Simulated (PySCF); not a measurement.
C₉H₈O₂S, SMILES c1c(c(-c2occc2)sc1)OC, singlet (GFN2-xTB optimised geometry):

```
20

C      0.897    -2.848     0.000
O      0.280    -1.582     0.000
C      1.099    -0.495     0.000
C      2.515    -0.495     0.000
C      3.037     0.760     0.000
S      1.829     1.977     0.000
C      0.571     0.782     0.000
C     -0.806     1.171     0.000
C     -1.959     0.423    -0.003
C     -3.024     1.351    -0.002
C     -2.451     2.586     0.001
O     -1.111     2.489     0.002
H      1.513    -2.995     0.893
H      1.512    -2.995    -0.894
H      0.084    -3.572     0.001
H      3.123    -1.381     0.000
H      4.071     1.040     0.000
H     -2.018    -0.644    -0.006
H     -4.071     1.127    -0.004
H     -2.870     3.572     0.003
```

Method: PBE/def2-SVP (PySCF 2.14.0).

### Question
What are the frontier orbital energies and the dipole moment?

### Answer
HOMO-2 -6.53 eV, HOMO-1 -5.63 eV, HOMO -4.43 eV, LUMO -1.52 eV, LUMO+1 0.13 eV; dipole moment 2.19 D.

On the same geometry PBE0/def2-SVP (PySCF) gives HOMO-2 -7.75 eV, HOMO-1 -6.81 eV, HOMO -5.38 eV, LUMO -0.82 eV, LUMO+1 1.10 eV; dipole moment 2.35 D.

Meta-Löwdin charges at PBE/def2-SVP: C1 -0.10, O2 -0.31, C3 0.16, C4 -0.18, C5 -0.24, S6 0.27, C7 -0.16, C8 0.15, C9 -0.18, C10 -0.17, C11 0.02, O12 -0.22, H13 0.10, H14 0.10, H15 0.12, H16 0.12, H17 0.13, H18 0.13, H19 0.12, H20 0.12.
